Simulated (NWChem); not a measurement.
# SiH4SeO2; SMILES O[Se]O[SiH3]

```xyz
8

Se     0.3725    -0.8839     0.0832
O     -1.3176    -1.4068    -0.1533
H     -1.8393    -1.0652     0.5857
O      0.3476     0.7315    -0.7156
Si    -0.1536     2.0780     0.1651
H     -1.5015     1.8307     0.7651
H     -0.2239     3.2081    -0.8010
H      0.8115     2.3902     1.2608
```
Atoms are numbered in this order, from 1.

All runs: NWChem. All runs use the structure optimised with PBE0/def2-SVP. Ions are spin-unrestricted doublets at the neutral geometry; other ion states weren't tried.

For level PBE/def2-SVP:

```yaml
vertical ionisation energy, ΔSCF (eV): 8.62
"−ε(HOMO) (eV)": 5.10
```

Problem. What are these values for level CAM-B3LYP/def2-SVP?

Solution. 
- vertical ionisation energy, ΔSCF (eV): 9.01
- −ε(HOMO) (eV): 7.79
